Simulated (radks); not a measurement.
Initial-state core-level shifts of neutral osmium when its valence configuration changes from [Xe] 4f14 5d6 6s2. Method: Dirac Kohn-Sham, PBEsol, spin-unpolarised, spherical densities, finite nucleus; open shells are shared between the two j in proportion to 2j + 1; Fermi nuclear charge, rms radius 5.4126 fm; computed with a radial shooting solver on a logarithmic mesh with Libxc functionals. Shifts are changes of the shell-averaged eigenvalues in eV (positive: less bound); the change of the density at the nucleus, which sets a Mossbauer isomer shift, is in e/bohr^3, on a base of 1.673e+06.

valence                    2p       3s       5s       5p  density at nucleus
4f13 5d6 6s2 6p1      -16.269  -18.083   -8.627   -7.370              +162.5
4f14 5d7 6s1           +2.454   +2.433   +2.353   +2.203              -115.8
4f14 5d6 6s1 6p1       -1.744   -1.752   -1.764   -1.771               -93.9
4f13.5 5d7 6s1.5       -4.296   -5.212   -0.724   -0.271                -3.6
4f13.5 5d6 6s2 6p0.5   -7.988   -8.879   -4.272   -3.651               +79.4
4f13 5d7 6s2          -11.419  -13.264   -3.978   -2.911              +118.2
4f13 5d7.5 6s1.5      -10.016  -11.874   -2.651   -1.666               +54.8
4f12.5 5d6 6s2 6p1.5  -24.833  -27.600  -13.052  -11.148              +249.2
4f12.5 5d7 6s2 6p0.5  -19.845  -22.655   -8.346   -6.660              +202.0
